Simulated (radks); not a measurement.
Problem. Species: the holmium ion Ho+. Configuration: [Xe] 4f11 6s1. Method: scalar-relativistic Kohn-Sham, PBE, spin-unpolarised, spherical densities, finite nucleus; Fermi nuclear charge, rms radius 5.2022 fm; computed with a radial shooting solver on a logarithmic mesh with Libxc functionals. Some entries of the table are withheld. Estimate them.

orbital,occ.,eigenvalue (hartree),<r^2> (bohr^2),<1/r> (bohr^-1)
1s,2,-2039.371,0.0005883,76.04
2s,2,-341.3295,0.009170,17.69
2p,6,(1),0.007441,16.38
3s,2,-76.41870,0.06038,6.516
3p,6,-64.53351,0.06071,6.098
3d,10,-49.44588,0.05072,5.782
4s,2,-15.28477,0.3039,2.749
4p,6,-11.37334,0.3443,2.518
4d,10,-6.08762,0.4132,2.221
5s,2,-2.09249,1.837,1.037
5p,6,-1.19177,2.625,0.8592
4f,11,-0.35473,0.9997,1.600
6s,1,-0.32892,(2),0.3414
5d,0,-0.24870,9.522,0.4698
6p,0,-0.20041,25.88,0.2592

Solution. 
(1) 2p eigenvalue (hartree): -302.4485
(2) 6s <r^2> (bohr^2): 15.20
